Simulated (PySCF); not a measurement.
**Frontier levels across methods**

CH₇FP₂Si.
Cartesian coordinates in Å at the PBE0-D3(BJ)/def2-SVP level; atoms count from 1:
```
atom  x, y, z in Å
F1     0.787    2.372   -0.089
C2    -0.332    1.585    0.097
Si3   -0.030   -0.146   -0.642
P4     1.882   -1.063    0.141
P5    -1.878   -1.383   -0.203
H6    -1.200    2.067   -0.388
H7    -0.550    1.517    1.178
H8     0.093   -0.023   -2.126
H9     1.488   -0.888    1.505
H10    2.570    0.190    0.087
H11   -1.491   -1.653    1.147
H12   -1.301   -2.590   -0.707
```

Basis pcSseg-2 throughout (PySCF), one geometry. The structure is a single PBE0-D3(BJ)/def2-SVP conformer in the gas phase; no vibrational or solvent corrections.

How do the orbital energies, the gap and the dipole change with the method?

```json
{"method": "BLYP", "kind": "GGA", "HOMO (eV)": "-6.24", "LUMO (eV)": "-0.96", "gap (eV)": "5.28", "μ (D)": "1.20", "SCF cycles": "14"}
{"method": "B97-D", "kind": "GGA", "HOMO (eV)": "-6.36", "LUMO (eV)": "-0.96", "gap (eV)": "5.39", "μ (D)": "1.19", "SCF cycles": "14"}
{"method": "OPBE", "kind": "GGA", "HOMO (eV)": "-6.40", "LUMO (eV)": "-0.94", "gap (eV)": "5.46", "μ (D)": "1.16", "SCF cycles": "15"}
{"method": "PBE", "kind": "GGA", "HOMO (eV)": "-6.40", "LUMO (eV)": "-1.08", "gap (eV)": "5.33", "μ (D)": "1.19", "SCF cycles": "14"}
{"method": "KT2", "kind": "GGA", "HOMO (eV)": "-6.46", "LUMO (eV)": "-1.14", "gap (eV)": "5.33", "μ (D)": "1.22", "SCF cycles": "15"}
{"method": "KT3", "kind": "GGA", "HOMO (eV)": "-6.47", "LUMO (eV)": "-1.09", "gap (eV)": "5.38", "μ (D)": "1.20", "SCF cycles": "15"}
{"method": "BP86", "kind": "GGA", "HOMO (eV)": "-6.49", "LUMO (eV)": "-1.12", "gap (eV)": "5.38", "μ (D)": "1.19", "SCF cycles": "14"}
{"method": "LDA", "kind": "LDA", "HOMO (eV)": "-6.50", "LUMO (eV)": "-1.26", "gap (eV)": "5.25", "μ (D)": "1.24", "SCF cycles": "13"}
{"method": "B97-2", "kind": "global hybrid", "HOMO (eV)": "-7.25", "LUMO (eV)": "-0.27", "gap (eV)": "6.98", "μ (D)": "1.24", "SCF cycles": "12"}
{"method": "B3LYP", "kind": "global hybrid", "HOMO (eV)": "-7.27", "LUMO (eV)": "-0.49", "gap (eV)": "6.77", "μ (D)": "1.26", "SCF cycles": "12"}
{"method": "PBE0", "kind": "global hybrid", "HOMO (eV)": "-7.48", "LUMO (eV)": "-0.27", "gap (eV)": "7.22", "μ (D)": "1.25", "SCF cycles": "13"}
{"method": "mPW1PW91", "kind": "global hybrid", "HOMO (eV)": "-7.51", "LUMO (eV)": "-0.26", "gap (eV)": "7.25", "μ (D)": "1.25", "SCF cycles": "13"}
{"method": "BHandHLYP", "kind": "global hybrid", "HOMO (eV)": "-8.42", "LUMO (eV)": "0.50", "gap (eV)": "8.92", "μ (D)": "1.32", "SCF cycles": "12"}
{"method": "CAM-B3LYP", "kind": "range-separated hybrid", "HOMO (eV)": "-8.72", "LUMO (eV)": "0.64", "gap (eV)": "9.36", "μ (D)": "1.28", "SCF cycles": "12"}
{"method": "wB97X-D", "kind": "range-separated hybrid", "HOMO (eV)": "-9.27", "LUMO (eV)": "1.42", "gap (eV)": "10.68", "μ (D)": "1.23", "SCF cycles": "14"}
{"method": "HF", "kind": "Hartree–Fock", "HOMO (eV)": "-9.90", "LUMO (eV)": "2.38", "gap (eV)": "12.28", "μ (D)": "1.34", "SCF cycles": "10"}
{"method": "LC-wPBE", "kind": "range-separated hybrid", "HOMO (eV)": "-10.04", "LUMO (eV)": "1.77", "gap (eV)": "11.82", "μ (D)": "1.26", "SCF cycles": "14"}
```

The HOMO spans 3.80 eV, from BLYP down to LC-wPBE, and the gap runs from 5.25 eV (LDA) to 12.28 eV (HF). Over the methods BLYP (0 %), B97-D (0 %), OPBE (0 %), PBE (0 %), KT2 (0 %), KT3 (0 %), BP86 (0 %), LDA (0 %), B97-2 (21 %), B3LYP (20 %), PBE0 (25 %), mPW1PW91 (25 %), BHandHLYP (50 %), HF (100 %), a straight line through the gap against the share of exact exchange rises by 0.70 eV for each 10 % (correlation coefficient 0.999). The dipole ranges from 1.16 D (OPBE) to 1.34 D (HF). This basis has no diffuse functions.
